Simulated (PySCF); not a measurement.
# How methods differ on the excitation energy of Kr⁺

Kr⁺ [Ar] 3d10 4s2 4p5 (2P) → Kr⁺ [Ar] 3d10 4s2 4p4 5s1 (4P), as a difference of total energies. Calculation: PySCF 2.14, in aug-cc-pVTZ-PP with one added diffuse shell each of s, d, f type with ECP10MDF (7s5p5d3f, 68 functions); scalar relativity through the core potential. Correlated levels: valence: 3s2 3p6 3d10 frozen. The calculations carry no spin-orbit coupling.

| method | excitation energy (eV) |
| --- | --- |
| UHF | 13.374 |
| LDA | 13.834 |
| PBE | 13.686 |
| PBE0 | 13.868 |
| r2SCANh | 14.160 |
| HSE06 | 13.857 |
| revPBE | 13.707 |
| CAM-B3LYP | 13.979 |
| SCS-MP2 (valence) | 13.907 |

Task: Estimate what MP2 (valence) gives.

Result: 13.779 eV, closest to LDA among the rows shown.

Task: Estimate what r2SCAN gives.

Result: 14.171 eV, closest to r2SCANh among the rows shown.

Errors of the correlated levels include the incompleteness of this basis and the frozen core.

For comparison: 13.959 eV (measured; NIST levels, between the centres of gravity of the two terms).
